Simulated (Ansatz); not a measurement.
Born–Oppenheimer molecular dynamics of C2H6BFSi (11 atoms, charge 0, multiplicity 1). It starts at the highest image of a converged band, a first-order saddle point between two minima.

Theory: Ansatz, RKS BLYP-D4/cc-pVDZ.

* ensemble: NVE (velocity Verlet)
* time step: 0.5 fs
* steps asked: 200
* starting velocities drawn for: 100 K
* seed: 2873

Frames 1 fs apart, positions in Å, forces in eV/Å.

Velocities at 25.0 fs (Å/ps):

```
F 1.45 1.89 1.40
C 0.88 -1.27 -0.10
C -0.94 0.48 -0.82
B -1.91 -2.48 0.40
Si -0.15 0.17 -1.42
H 4.30 3.62 8.43
H 1.29 0.83 1.81
H -4.20 -9.03 5.31
H 8.36 1.47 3.02
H -8.88 -11.50 -4.76
H -2.78 10.17 6.09
```

```xyz
11
Properties=species:S:1:pos:R:3:forces:R:3 time_fs=25.0 energy_less_start_eV=0.061 T=47
F 1.069 1.663 1.217 0.08 -0.05 -0.25
C 0.923 0.590 0.290 0.10 0.43 0.15
C 0.053 -0.537 0.909 0.28 -0.31 0.55
B -1.140 -0.728 -0.107 -0.66 0.47 -0.33
Si -0.418 0.823 -1.101 -0.25 0.06 0.16
H 1.933 0.265 -0.003 0.28 -0.03 -0.08
H 0.595 -1.466 1.196 0.14 0.09 0.03
H -0.305 -0.056 1.853 -0.27 -0.31 -0.15
H -1.998 -1.558 -0.270 0.12 -0.05 0.03
H -0.132 -0.622 -1.629 0.12 -0.29 -0.11
H -0.515 1.734 -2.305 0.05 -0.02 0.01
11
Properties=species:S:1:pos:R:3:forces:R:3 time_fs=26.0 energy_less_start_eV=0.057 T=52
F 1.070 1.665 1.218 0.04 -0.09 -0.29
C 0.924 0.589 0.290 0.11 0.49 0.21
C 0.052 -0.537 0.909 0.30 -0.37 0.59
B -1.143 -0.731 -0.107 -0.43 0.66 -0.32
Si -0.418 0.823 -1.103 -0.24 -0.08 0.18
H 1.938 0.268 0.005 0.23 -0.05 -0.10
H 0.597 -1.464 1.198 0.12 0.11 0.00
H -0.310 -0.067 1.858 -0.24 -0.27 -0.20
H -1.989 -1.557 -0.266 -0.07 -0.21 -0.01
H -0.140 -0.634 -1.634 0.11 -0.15 -0.06
H -0.517 1.744 -2.299 0.06 -0.04 0.00
11
Properties=species:S:1:pos:R:3:forces:R:3 time_fs=27.0 energy_less_start_eV=0.054 T=54
F 1.072 1.667 1.220 0.00 -0.12 -0.32
C 0.925 0.588 0.290 0.18 0.51 0.25
C 0.051 -0.537 0.909 0.31 -0.42 0.57
B -1.145 -0.732 -0.107 -0.20 0.81 -0.31
Si -0.419 0.823 -1.104 -0.21 -0.22 0.19
H 1.946 0.271 0.012 0.11 -0.05 -0.10
H 0.601 -1.462 1.200 0.11 0.10 -0.03
H -0.318 -0.080 1.861 -0.22 -0.20 -0.20
H -1.981 -1.558 -0.263 -0.23 -0.34 -0.03
H -0.147 -0.649 -1.639 0.09 -0.01 0.00
H -0.519 1.753 -2.292 0.06 -0.06 -0.01
11
Properties=species:S:1:pos:R:3:forces:R:3 time_fs=28.0 energy_less_start_eV=0.053 T=55
F 1.073 1.669 1.220 -0.03 -0.14 -0.35
C 0.926 0.588 0.290 0.28 0.50 0.28
C 0.051 -0.537 0.909 0.32 -0.47 0.49
B -1.148 -0.733 -0.108 -0.03 0.87 -0.31
Si -0.419 0.823 -1.105 -0.19 -0.36 0.20
H 1.955 0.274 0.018 -0.05 -0.04 -0.09
H 0.605 -1.459 1.201 0.10 0.07 -0.05
H -0.328 -0.095 1.861 -0.20 -0.11 -0.15
H -1.975 -1.562 -0.261 -0.32 -0.40 -0.05
H -0.154 -0.663 -1.645 0.07 0.13 0.05
H -0.521 1.762 -2.286 0.06 -0.07 -0.02
11
Properties=species:S:1:pos:R:3:forces:R:3 time_fs=29.0 energy_less_start_eV=0.052 T=55
F 1.075 1.670 1.221 -0.06 -0.16 -0.37
C 0.928 0.588 0.291 0.34 0.49 0.31
C 0.051 -0.538 0.910 0.33 -0.49 0.36
B -1.151 -0.734 -0.108 0.05 0.83 -0.32
Si -0.419 0.823 -1.106 -0.15 -0.47 0.21
H 1.963 0.276 0.023 -0.20 -0.02 -0.08
H 0.610 -1.455 1.203 0.09 0.02 -0.06
H -0.339 -0.111 1.861 -0.19 -0.01 -0.08
H -1.972 -1.570 -0.258 -0.32 -0.36 -0.05
H -0.160 -0.676 -1.651 0.05 0.26 0.10
H -0.521 1.771 -2.281 0.06 -0.08 -0.03
11
Properties=species:S:1:pos:R:3:forces:R:3 time_fs=30.0 energy_less_start_eV=0.052 T=56
F 1.076 1.672 1.222 -0.07 -0.17 -0.39
C 0.929 0.588 0.291 0.35 0.47 0.35
C 0.051 -0.539 0.911 0.32 -0.50 0.21
B -1.153 -0.733 -0.109 0.04 0.68 -0.33
Si -0.420 0.823 -1.107 -0.12 -0.55 0.23
H 1.970 0.278 0.028 -0.30 -0.02 -0.07
H 0.616 -1.451 1.203 0.08 -0.03 -0.06
H -0.353 -0.127 1.859 -0.17 0.08 -0.01
H -1.972 -1.581 -0.257 -0.23 -0.23 -0.03
H -0.165 -0.686 -1.655 0.04 0.35 0.13
H -0.522 1.778 -2.275 0.06 -0.09 -0.04
11
Properties=species:S:1:pos:R:3:forces:R:3 time_fs=31.0 energy_less_start_eV=0.051 T=56
F 1.078 1.673 1.222 -0.08 -0.16 -0.39
C 0.931 0.589 0.292 0.27 0.45 0.39
C 0.051 -0.540 0.912 0.30 -0.47 0.09
B -1.156 -0.732 -0.110 -0.03 0.47 -0.34
Si -0.420 0.822 -1.109 -0.08 -0.60 0.26
H 1.974 0.280 0.031 -0.33 -0.03 -0.08
H 0.622 -1.447 1.203 0.07 -0.08 -0.06
H -0.368 -0.142 1.858 -0.13 0.15 0.04
H -1.975 -1.595 -0.255 -0.09 -0.04 -0.01
H -0.170 -0.694 -1.658 0.04 0.41 0.15
H -0.521 1.785 -2.270 0.05 -0.10 -0.05
11
Properties=species:S:1:pos:R:3:forces:R:3 time_fs=32.0 energy_less_start_eV=0.052 T=55
F 1.079 1.675 1.223 -0.09 -0.16 -0.39
C 0.933 0.590 0.294 0.12 0.43 0.43
C 0.052 -0.542 0.913 0.26 -0.42 -0.01
B -1.159 -0.730 -0.112 -0.11 0.24 -0.33
Si -0.421 0.822 -1.109 -0.04 -0.61 0.30
H 1.974 0.281 0.034 -0.28 -0.05 -0.10
H 0.630 -1.444 1.203 0.05 -0.12 -0.05
H -0.384 -0.156 1.857 -0.07 0.19 0.05
H -1.978 -1.608 -0.253 0.07 0.16 0.02
H -0.174 -0.697 -1.659 0.04 0.44 0.15
H -0.520 1.791 -2.265 0.04 -0.10 -0.06
11
Properties=species:S:1:pos:R:3:forces:R:3 time_fs=33.0 energy_less_start_eV=0.054 T=53
F 1.080 1.676 1.223 -0.08 -0.14 -0.38
C 0.936 0.592 0.296 -0.11 0.42 0.47
C 0.053 -0.544 0.914 0.21 -0.36 -0.06
B -1.162 -0.728 -0.114 -0.15 0.04 -0.30
Si -0.421 0.821 -1.110 0.00 -0.59 0.34
H 1.972 0.282 0.036 -0.17 -0.08 -0.12
H 0.638 -1.442 1.202 0.02 -0.14 -0.05
H -0.401 -0.168 1.856 0.01 0.21 0.01
H -1.980 -1.621 -0.252 0.19 0.32 0.03
H -0.179 -0.696 -1.660 0.05 0.43 0.13
H -0.519 1.796 -2.261 0.03 -0.11 -0.07
11
Properties=species:S:1:pos:R:3:forces:R:3 time_fs=34.0 energy_less_start_eV=0.056 T=52
F 1.082 1.677 1.223 -0.07 -0.12 -0.36
C 0.938 0.594 0.298 -0.36 0.39 0.49
C 0.054 -0.547 0.916 0.14 -0.29 -0.09
B -1.165 -0.727 -0.116 -0.15 -0.11 -0.25
Si -0.422 0.820 -1.111 0.04 -0.53 0.39
H 1.968 0.283 0.037 -0.03 -0.11 -0.15
H 0.646 -1.442 1.200 -0.03 -0.13 -0.04
H -0.418 -0.178 1.855 0.11 0.19 -0.05
H -1.981 -1.630 -0.250 0.26 0.43 0.03
H -0.182 -0.691 -1.659 0.07 0.38 0.10
H -0.518 1.800 -2.258 0.02 -0.11 -0.07
11
Properties=species:S:1:pos:R:3:forces:R:3 time_fs=35.0 energy_less_start_eV=0.057 T=51
F 1.083 1.679 1.222 -0.05 -0.10 -0.33
C 0.940 0.596 0.300 -0.58 0.35 0.49
C 0.055 -0.549 0.917 0.07 -0.22 -0.11
B -1.168 -0.725 -0.118 -0.08 -0.17 -0.18
Si -0.422 0.819 -1.112 0.08 -0.44 0.45
H 1.964 0.282 0.036 0.09 -0.13 -0.17
H 0.653 -1.442 1.199 -0.08 -0.11 -0.03
H -0.434 -0.186 1.854 0.20 0.17 -0.11
H -1.980 -1.635 -0.247 0.26 0.47 0.02
H -0.185 -0.682 -1.657 0.09 0.30 0.05
H -0.516 1.803 -2.255 0.00 -0.12 -0.07
11
Properties=species:S:1:pos:R:3:forces:R:3 time_fs=36.0 energy_less_start_eV=0.057 T=51
F 1.084 1.680 1.222 -0.03 -0.07 -0.29
C 0.941 0.599 0.303 -0.74 0.27 0.45
C 0.057 -0.552 0.918 0.01 -0.16 -0.15
B -1.171 -0.723 -0.120 0.05 -0.15 -0.08
Si -0.423 0.817 -1.112 0.10 -0.32 0.51
H 1.960 0.280 0.034 0.16 -0.13 -0.16
H 0.660 -1.444 1.196 -0.14 -0.08 -0.02
H -0.448 -0.193 1.852 0.28 0.15 -0.15
H -1.975 -1.636 -0.245 0.20 0.42 -0.01
H -0.187 -0.671 -1.654 0.12 0.19 -0.02
H -0.515 1.805 -2.253 -0.01 -0.12 -0.07
```

Of the whole run (100 fs, mean temperature of the second half 199 K): The conserved energy stayed within 0.027 meV per atom of its start (net change 0.02 meV per atom), so the integration is sound. The system heated up, since it started high on the potential surface and ran downhill. A run of 0.1 ps of so small a system gives no equilibrium averages. The orbitals stay closed-shell, which can raise the energy where a bond breaks towards radicals; this wasn't checked here.

The run took 6.6 min on 2 threads of Arm Neoverse V1, with other jobs on the host, peak memory 0.14 GiB.
